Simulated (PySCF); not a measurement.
C2H9AlO, singlet (PBE0/def2-SVP optimised geometry):

```
13

Al     0.263    -1.890     0.000
H     -0.454    -2.174    -1.415
H      1.875    -1.890     0.000
C     -0.706    -2.412     1.635
H     -0.246    -2.003     2.549
H     -0.708    -3.511     1.744
H     -1.766    -2.104     1.627
C     -0.996     0.837    -0.469
O      0.143     0.124     0.000
H     -0.937     1.890    -0.157
H     -1.875     0.375    -0.003
H     -1.090     0.763    -1.563
H      0.966     0.515    -0.319
```

Method: PBE0/def2-TZVP run with PySCF 2.14.0.

Problem. What are the frontier orbital energies and the dipole moment?

Solution. HOMO-2 -9.52 eV, HOMO-1 -7.34 eV, HOMO -7.15 eV, LUMO -0.12 eV, LUMO+1 1.04 eV; dipole moment 4.81 D.

Meta-Löwdin charges at PBE0/def2-TZVP: Al1 0.47, H2 -0.19, H3 -0.19, C4 -0.66, H5 0.11, H6 0.12, H7 0.11, C8 -0.13, O9 -0.43, H10 0.13, H11 0.15, H12 0.13, H13 0.38.
